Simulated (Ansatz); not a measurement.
Gas-phase electronic energies from Ansatz, PBE0-D4/def2-TZVP geometries. CBS: MP2 limit from def2 TZ/QZ plus the TZ coupled-cluster correction, frozen cores. This one scheme is used for every species. DFT in def2-TZVPP. For Br outer-core shells are correlated without core-valence functions, which leaves a few kJ/mol of doubt a bond. Scalar relativity is left out up to krypton. One conformer a species, not always the lowest.

`[CH3][Al]([SH])[Br]` + H₂O → `[CH3][Al]([OH])[Br]` + H₂S  (formal hydrolysis of the Al–S bond)

`[CH3][Al]([SH])[Br]`:

Cartesian coordinates in Å:
```
C -0.518 -0.469 -0.954
Al 0.022 0.674 0.513
S 1.554 0.182 1.977
Br -0.946 2.691 0.817
H -1.586 -0.696 -0.883
H -0.363 0.041 -1.909
H 0.033 -1.411 -0.974
H 1.804 -1.013 1.413
```

H₂O:

Z-matrix (Å, degrees):
```
O
H 1 0.960
H 1 0.960 2 105.1
```

`[CH3][Al]([OH])[Br]`:

Z-matrix (Å, degrees):
```
C
Al 1 1.930
H 1 1.093 2 110.8
H 1 1.092 2 111.3 3 120.8
H 1 1.093 2 110.8 3 -118.4
O 2 1.689 1 120.9 3 -121.0
Br 2 2.266 1 121.3 3 59.0
H 6 0.956 2 123.2 1 -180.0
```

H₂S:

Cartesian coordinates in Å:
```
S -0.128 0.577 0.187
H 1.003 -0.136 0.080
H -0.875 -0.441 -0.267
```

```json
{"level": "r2SCAN-D4", "ΔE (kJ/mol)": "-25.5", "difference from CCSD(T)/CBS": "-3.4"}
{"level": "PBE0-D4", "ΔE (kJ/mol)": "-17.4", "difference from CCSD(T)/CBS": "4.7"}
{"level": "BHLYP-D4", "ΔE (kJ/mol)": "-28.8", "difference from CCSD(T)/CBS": "-6.7"}
{"level": "PBE-QIDH", "ΔE (kJ/mol)": "-21.3", "difference from CCSD(T)/CBS": "0.8"}
{"level": "r2SCAN", "ΔE (kJ/mol)": "-26.2", "difference from CCSD(T)/CBS": "-4.1"}
{"level": "r2SCANh", "ΔE (kJ/mol)": "-25.5", "difference from CCSD(T)/CBS": "-3.4"}
{"level": "r2SCAN0", "ΔE (kJ/mol)": "-24.5", "difference from CCSD(T)/CBS": "-2.4"}
{"level": "BHLYP", "ΔE (kJ/mol)": "-34.3", "difference from CCSD(T)/CBS": "-12.2"}
{"level": "CAM-B3LYP", "ΔE (kJ/mol)": "-37.6", "difference from CCSD(T)/CBS": "-15.5"}
{"level": "HF/def2-QZVPP", "ΔE (kJ/mol)": "-35.6", "difference from CCSD(T)/CBS": "-13.5"}
{"level": "CCSD(T)/CBS", "ΔE (kJ/mol)": "-22.1", "difference from CCSD(T)/CBS": "0"}
```

Largest T1 diagnostic among the species: 0.009.

The D4 term adds +4.7 kJ/mol with B3LYP and +2.6 kJ/mol with PBE0; it sums over pairs of atoms, weighted by their polarisabilities, and B3LYP, whose exchange is more repulsive, gets the larger term. At CCSD(T), def2-SVP lies −11.7 kJ/mol from the extrapolated value and def2-TZVPP −5.1 kJ/mol. In def2-TZVPP, CCSD(T) changes the Hartree–Fock value by +7.5 kJ/mol (the triples alone add +2.3 kJ/mol) and MP2 by +9.7 kJ/mol.

B3LYP here is the variant with VWN-RPA as its local correlation; programs differ in this.
